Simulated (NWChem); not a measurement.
## Correlation energy of Sn

```xyz
1

Sn     0.0000     0.0000     0.0000
```
Charge 0, spin multiplicity 3.

All runs are NWChem calculations.

Basis set: def2-TZVP. Each correlation energy counts from its own Hartree-Fock reference.

Effective core potentials replace the inner electrons of Sn; spin-orbit coupling is left out. The correlated methods keep 4 core orbitals frozen. The stability of the SCF solutions was not checked. Open-shell Hartree-Fock references start from PBE0 orbitals. No row is a measurement; the coupled-cluster row has its own basis-set and correlation limits.

| method | correlation energy (mHa) |
|---|---|
| UMP2 | -264.6 |
| SCS-UMP2 | -235.2 |
| CCSD on UHF | -261.6 |
| CCSD[T] on UHF | -268.1 |
| CCSD(T) on UHF | ___ |
| CCSD on ROHF | ___ |
| CCSD[T] on ROHF | -272.0 |
| CCSD(T) on ROHF | -271.5 |

### Question
Fill in the missing entries.

### Answer

- CCSD(T) on UHF, correlation energy (mHa): -267.6
- CCSD on ROHF, correlation energy (mHa): -265.2
